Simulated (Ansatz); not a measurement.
All numbers were calculated with Ansatz.

CH5FO2Si (`OC(F)O[SiH3]`). The species carries charge 0 and has multiplicity 1. All single points use the PBE0-D4/def2-TZVP geometry. It is one conformer, not always the lowest.

```xyz
10

O    -1.464   -0.071    1.774
C    -0.618    0.431    0.846
F     0.591    0.776    1.431
O    -0.362   -0.490   -0.135
Si    0.789   -0.291   -1.321
H    -1.188   -0.974    1.971
H    -1.047    1.359    0.456
H     0.717    1.096   -1.849
H     2.151   -0.562   -0.806
H     0.431   -1.274   -2.368
```

(1) What is the dipole moment at ωB97M-V/def2-TZVPP? (An estimate is asked.)

(2) And with PBE, r2SCAN, B3LYP? (Best estimate.)

(3) Give the Mulliken charges with ωB97M-V, PBE, r2SCAN in def2-TZVPP. (Best estimate.)

## Answers

(1) The calculation gave: 1.25 D, with components (0.10, -0.69, -1.04) D in this frame, pointing from negative to positive charge.

(2) The calculation gave: PBE 1.18 D, r2SCAN 1.22 D, B3LYP 1.27 D.

(3) The calculation gave: 
```json
{"atom": "O1", "ωB97M-V": "-0.28", "PBE": "-0.25", "r2SCAN": "-0.32"}
{"atom": "C2", "ωB97M-V": "0.34", "PBE": "0.28", "r2SCAN": "0.43"}
{"atom": "F3", "ωB97M-V": "-0.22", "PBE": "-0.19", "r2SCAN": "-0.23"}
{"atom": "O4", "ωB97M-V": "-0.37", "PBE": "-0.30", "r2SCAN": "-0.39"}
{"atom": "Si5", "ωB97M-V": "0.31", "PBE": "0.35", "r2SCAN": "0.45"}
{"atom": "H6", "ωB97M-V": "0.19", "PBE": "0.20", "r2SCAN": "0.21"}
{"atom": "H7", "ωB97M-V": "0.10", "PBE": "0.07", "r2SCAN": "0.04"}
{"atom": "H8", "ωB97M-V": "-0.03", "PBE": "-0.06", "r2SCAN": "-0.07"}
{"atom": "H9", "ωB97M-V": "-0.02", "PBE": "-0.05", "r2SCAN": "-0.06"}
{"atom": "H10", "ωB97M-V": "-0.02", "PBE": "-0.05", "r2SCAN": "-0.06"}
```

B3LYP here is the variant with VWN-RPA as its local correlation; programs differ in this.
